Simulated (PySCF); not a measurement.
## Polarisability and C₆ of Cs⁺ (caesium, charge +1)

[Xe], closed-shell 1S. Calculation: PySCF 2.14, in aug-cc-pVQZ-X2C (10s9p7d4f2g, 118 functions); the spin-free X2C one-electron Hamiltonian (Gaussian nucleus). Coupled (time-dependent) response in atomic units; α is the mean over directions.

```json
{"method": "UHF", "mean α (bohr³)": "15.46", "C₆ (like pair)": "131.0", "S(−4)": "33.05"}
{"method": "PBE", "mean α (bohr³)": "16.10", "C₆ (like pair)": "137.4", "S(−4)": "37.41"}
{"method": "PBE0", "mean α (bohr³)": "15.80", "C₆ (like pair)": "134.7", "S(−4)": "35.15"}
```

S(−4) is the Cauchy moment in α(ω) = α(0) + S(−4) ω² + …

α(iu) at PBE:

```
u (hartree)  α(iu) (bohr³)
          0          16.10
     0.0500          16.00
      0.100          15.73
      0.200          14.75
      0.300          13.39
      0.500          10.46
      0.750          7.481
       1.00          5.450
       1.50          3.188
       2.00          2.091
       3.00          1.121
       5.00         0.4898
```

A single London oscillator, α(iu) = α/(1 + u²/ω²), gives C₆ = (3/4) ω α². Matching the computed C₆ needs ω = 4 × 137.4 / (3 × 16.10²) = 0.707 hartree.

For an ion, C₆ is the dispersion term alone; charge-induced terms of lower order in 1/R come first.

Spin-orbit coupling, which splits the p, d and f shells strongly at this Z, is absent.
